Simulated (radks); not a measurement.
Spherical quantum dot in the effective-mass picture: electrons in a hard-walled sphere of radius 1.4, all in effective atomic units (hartree* = m*/eps^2 hartree, bohr* = eps/m* bohr), one dielectric constant everywhere. Method: non-relativistic Kohn-Sham, PBEsol, spin-polarised, spherical densities; computed with a radial shooting solver with Libxc functionals. Levels are named by radial order and angular momentum (1s, 1p, 1d, 2s, ...), and open shells are averaged over m. Each electron was tried in the lowest free levels, single moves between levels near the top were tried too, and the lowest total energy was kept; such a search can miss a lower state. At N = 1 the Hartree and exchange-correlation terms need not cancel, so that row can carry a self-interaction error.

N	open shells	2S	mu = E(N) - E(N-1) (hartree*)	addition energy mu(N+1) - mu(N) (hartree*)	e(HOMO) (hartree*)	rms radius (bohr*)
1	1s(up 1, down 0)	1	2.5479	1.208	2.9998	0.7467
2	none	0	3.7557	3.391	4.2101	0.7607
3	1p(up 1, down 0)	1	7.1462	0.9173	7.5966	0.8047
4	1p(up 2, down 0)	2	8.0636	0.9484	8.5350	0.8279
5	1p(up 3, down 0)	3	9.0120	1.255	9.4909	0.8431
6	1p(up 3, down 1)	2	10.267	0.9013	10.710	0.8549
7	1p(up 3, down 2)	1	11.168	0.9303	11.630	0.8641
8	none	0	12.098	3.935	12.568	0.8719
9	1d(up 1, down 0)	1	16.033	0.8930	16.478	0.8844
10	1d(up 2, down 0)	2	16.926	0.9003	17.375	0.8947
11	1d(up 3, down 0)	3	17.826	0.9046	18.278	0.9034
12	1d(up 4, down 0)	4	18.731	0.9074	19.184	0.9108
13	1d(up 5, down 0)	5	19.638	1.182	20.093	0.9173
14	1d(up 5, down 1)	4	20.820	0.8818	21.260	0.9232
15	1d(up 5, down 2)	3	21.702	0.8890	22.146	0.9285
16	1d(up 5, down 3)	2	22.591	0.8936	23.037	0.9333
17	1d(up 5, down 4)	1	23.485	0.8965	23.932	0.9376
18	none	0	24.381	3.889	24.830	0.9417
19	2s(up 1, down 0)	1	28.270	1.359	28.835	0.9373
20	none	0	29.629	1.099	30.188	0.9329
21	1f(up 1, down 0)	1	30.728	0.8701	31.163	0.9384
22	1f(up 2, down 0)	2	31.598	0.8011	32.082	0.9435
23	2s(up 1, down 0) 1f(up 4, down 0)	5	32.400	0.8747	32.836	0.9566
24	2s(up 1, down 0) 1f(up 5, down 0)	6	33.274	0.8760	33.712	0.9606
25	2s(up 1, down 0) 1f(up 6, down 0)	7	34.150	-	34.588	0.9643

All shells are closed at N = 2, 8, 18, 20 (there: 1s2 1p6 1d10 2s2); the second difference of the energy has clear peaks (12 % above both neighbours; the first and last values, which can be the largest, are not judged, and half-filled shells can peak too) at N = 2, 5, 8, 13, 18.
